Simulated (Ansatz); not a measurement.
A run of Ansatz (development build ahead of 0.2.0) on triplet FeC at this shape:

```yaml
atoms:
  - { symbol: Fe, position_ang: [0.0000, 0.0000, 0.0000] }
  - { symbol: C, position_ang: [0.0000, 0.0000, 1.6700] }
```

Its results:

| Item | Value |
| --- | --- |
| Converged | yes |
| Total energy | -1301.42872 hartree |
| Spin squared of the determinant | 2.326 |
| Stability test | minimum |

Q: Which input gives this output? Name the method, the orbitals and the basis set, and write the input.

A: PBE (unrestricted) in pcseg-2.

```yaml
crystal:
  periodic: [false, false, false]
  atoms:
    - { symbol: Fe, position_ang: [0.0, 0.0, 0.0] }
    - { symbol: C, position_ang: [0.0, 0.0, 1.67] }
basis:
  gaussian: { orbitals: pcseg-2 }
magnetization:
  spin_polarized: true
  initial_magnetization: 2
hamiltonian:
  xc: pbe
```

Caution: the unrestricted determinant is spin contaminated.
